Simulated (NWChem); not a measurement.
# Correlation energy of CH2I

```
C
H 1 1.0906
H 1 1.0906 2 122.35
I 1 2.0476 2 117.81 3 163.43
```
Charge 0, spin multiplicity 2.

Everything below was run with NWChem. All single points use one geometry, from UPBE0/def2-SVP with def2 effective core potentials on I, a minimum by its harmonic frequencies.

Basis set: def2-SVP. Each correlation energy counts from its own Hartree-Fock reference.

Effective core potentials replace the inner electrons of I; spin-orbit coupling is left out. The correlated methods keep 5 core orbitals frozen. The structure started from a generated list of species. The unpaired electrons of the parent sit in orbitals of symmetry a' (Cs labels of the run); other states weren't searched. No SCF solution was tested for a lower state. Open-shell Hartree-Fock references start from PBE0 orbitals. No row is a measurement; the coupled-cluster row has its own basis-set and correlation limits.

Task: One of these methods gave a correlation energy of -274.6 mHa. Which?
A) CCSD[T] on UHF
B) CCSD(T) on ROHF
C) UMP2
D) SCS-UMP2

Result: B, CCSD(T) on ROHF. The others give -230.2 (SCS-UMP2), -236.8 (UMP2), -269.8 (CCSD[T] on UHF).
